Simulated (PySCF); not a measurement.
SMILES B[SiH2][SiH2]SC (CH₉BSSi₂) at its GFN2-xTB optimised geometry (Å):

```
14

B      0.1159    -2.5509    -0.7197
Si     1.4870    -1.3840     0.0092
Si     0.7903     0.8367     0.0000
S     -1.3686     0.8367     0.0000
C     -1.6939     2.6229     0.0000
H     -0.6756    -3.0695    -0.0322
H      0.0124    -2.7228    -1.8728
H      2.7714    -1.3191    -0.7146
H      1.9297    -1.6441     1.3918
H      1.1438     1.6448    -1.1731
H      1.1516     1.6805     1.1442
H     -1.2650     3.0692     0.8919
H     -2.7714     2.7492     0.0001
H     -1.2650     3.0695    -0.8918
```

Computed with PBE0/def2-TZVP run with PySCF. Cells within 0.4 Å of a nucleus heavier than hydrogen are left out (blank, or x).

Map of the Laplacian of the electron density (e/bohr⁵), clipped to [-1.50, 1.50] on the plane z = 0.0 Å:

```
|444444444444444444444444444|
|444444444444444444444444444|
|444444444444444444444444444|
|444444444444444444444444444|
|444444444444444444444444444|
|444444445554444444444444444|
|444444322x35444444444444444|
|444444312x65444444444444444|
|444444444244444444444444444|
|444444444334444444444444444|
|444444444994449994444444444|
|444444443xx934xx94444444444|
|444444444994449994444444444|
|444444444444444434444444444|
|444444444444444434444444444|
|444444444444444499444444444|
|4444444444444448xx944444444|
|4444444444444445xx644444444|
|444444444444444355444444444|
|444444444444444444444444444|
|444444444440044444444444444|
|444444444444444444444444444|
|444444444444444444444444444|
|444444444444444444444444444|
|444444444444444444444444444|
|444444444444444444444444444|
|444444444444444444444444444|
```
Scale: ten equal steps from -1.21 (start of '0') to 1.50 (end of '9'), in the order '0123456789'; x runs from -5.50 to 5.50, y from -5.50 (bottom) to 5.50 (top).
